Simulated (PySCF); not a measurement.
C2H2F, doublet, at a GFN2-xTB geometry. Base run: PySCF with BLYP/aug-cc-pVDZ.

Input for PySCF:
```python
from pyscf import gto, scf, dft

mol = gto.M(
    atom='''
C     0.01269615    0.41171885   -0.01137087
C     1.19873388   -0.11100266   -0.02785296
F    -1.19104254   -0.12604551    0.03401395
H     1.37985501   -1.18518672   -0.00369633
H     2.07094770    0.51529918   -0.06708620
''',
    basis='aug-cc-pvdz',
    spin=1,
    verbose=4,
)

mf = dft.UKS(mol)
mf.xc = 'blyp'
mf.kernel()
```

The base run was repeated with changes; each row names its change, and settings that it needs were set with it.

```json
[
 {"change": "base", "ΔE vs base (µEh)": "0.0", "SCF cycles": "11", "<S^2>": "0.756", "outcome": "converged"},
 {"change": "conv_tol = 1e-7", "ΔE vs base (µEh)": "0.0", "SCF cycles": "10", "<S^2>": "0.756", "outcome": "converged"},
 {"change": "init_guess = mod_huckel", "ΔE vs base (µEh)": "0.0", "SCF cycles": "15", "<S^2>": "0.756", "outcome": "converged"},
 {"change": "diis = off; damp = 0.6 (with mf.diis_start_cycle = 200; with mf.max_cycle = 150)", "ΔE vs base (µEh)": "0.0", "SCF cycles": "26", "<S^2>": "0.756", "outcome": "converged"},
 {"change": "diis = off (with mf.max_cycle = 100)", "ΔE vs base (µEh)": "-", "SCF cycles": "100", "<S^2>": "-", "outcome": "not converged"},
 {"change": "DIIS = ADIIS", "ΔE vs base (µEh)": "0.0", "SCF cycles": "22", "<S^2>": "0.756", "outcome": "converged"},
 {"change": "diis_space = 2", "ΔE vs base (µEh)": "-", "SCF cycles": "50", "<S^2>": "-", "outcome": "not converged"},
 {"change": "DIIS = EDIIS", "ΔE vs base (µEh)": "-", "SCF cycles": "50", "<S^2>": "-", "outcome": "not converged"},
 {"change": "diis_space = 4", "ΔE vs base (µEh)": "0.0", "SCF cycles": "16", "<S^2>": "0.756", "outcome": "converged"},
 {"change": "damp = 0.5; diis_start_cycle = 5", "ΔE vs base (µEh)": "0.0", "SCF cycles": "15", "<S^2>": "0.756", "outcome": "converged"},
 {"change": "level_shift = 0.3 (with mf.max_cycle = 100)", "ΔE vs base (µEh)": "0.0", "SCF cycles": "17", "<S^2>": "0.756", "outcome": "converged"},
 {"change": "level_shift = 1.0 (with mf.max_cycle = 100)", "ΔE vs base (µEh)": "0.0", "SCF cycles": "36", "<S^2>": "0.756", "outcome": "converged"},
 {"change": "conv_tol = 1e-12", "ΔE vs base (µEh)": "0.0", "SCF cycles": "15", "<S^2>": "0.756", "outcome": "converged"}
]
```

Open shells are given as the SCF converged; they aren't shown to be the lowest states, and a large step between rows can be another state.
